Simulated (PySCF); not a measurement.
**How methods differ on the ionisation energy of Cd**

Cd [Kr] 4d10 5s2 (1S) → Cd⁺ [Kr] 4d10 5s1 (2S), as a difference of total energies. All numbers are calculated (PySCF 2.14, scalar relativity through the core potential, in aug-cc-pwCVDZ-PP with ECP28MDF). Correlated levels: valence and next inner shell: nothing frozen outside the core potential. The calculations carry no spin-orbit coupling.

| method | ionisation energy (eV) | error (eV) |
| --- | --- | --- |
| UHF | 7.333 | -1.661 |
| MP2 (valence and next inner shell) | 8.900 | -0.094 |
| SCS-MP2 (valence and next inner shell) | 8.846 | -0.148 |
| CCSD (valence and next inner shell) | 8.730 | -0.264 |
| CCSD(T) (valence and next inner shell) | 8.860 | -0.134 |

Reference: 8.994 eV (measured; NIST Atomic Spectra Database, ionization energies).

Errors of the correlated levels include the incompleteness of this basis.
